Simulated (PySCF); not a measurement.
Compound: C₂H₇FSi₂.
SMILES: `F[C@H]1C[SiH2][SiH2]1`

The closed-shell ground state was solved at several levels (PySCF, density fitting, gas phase, non-relativistic). The structure is a single PBE0-D3(BJ)/def2-SVP conformer in the gas phase; no vibrational or solvent corrections.

```
             level  basis functions  total energy (Eh)  HOMO (eV)  LUMO (eV)  gap (eV)  dipole (D)
     BLYP/pcSseg-2              292          -759.2652      -6.32      -0.91      5.41        1.51
    B97-2/pcSseg-2              292          -759.2902      -7.38      -0.22      7.16        1.60
  LC-wPBE/pcSseg-2              292          -759.0420     -10.20       1.75     11.95        1.75
      PBE/pcSseg-2              292          -758.8217      -6.45      -1.05      5.40        1.43
 mPW1PW91/pcSseg-2              292          -759.3056      -7.65      -0.25      7.40        1.61
    B97-D/pcSseg-2              292          -759.1918      -6.42      -0.89      5.53        1.47
PBE0/6-311+G(2d,p)              193          -758.8569      -7.63      -0.32      7.31        1.63
```

(1) Estimate the row for B3LYP/cc-pVTZ, a basis of 256 functions; the other rows only guide the guess.

(2) In the pcSseg-2 basis, how does the gap go with the fixed share of exact exchange?

(3) How far do the dipole and the HOMO energy spread over the levels?

Answers

(1) Total energy -759.3507 Eh, HOMO -7.37 eV, LUMO -0.26 eV, gap 7.11 eV, dipole 1.48 D.

(2) PBE (0 %) 5.40 eV; BLYP (0 %) 5.41 eV; B97-D (0 %) 5.53 eV; B97-2 (21 %) 7.16 eV; mPW1PW91 (25 %) 7.40 eV. Each rise in the share widens the gap here.

(3) The dipole runs from 1.43 to 1.75 D (mean 1.56 D) and the HOMO from -10.20 to -6.32 eV.

B97-D is run here without its empirical dispersion term; that term would change no orbital, density or response property at a fixed geometry.
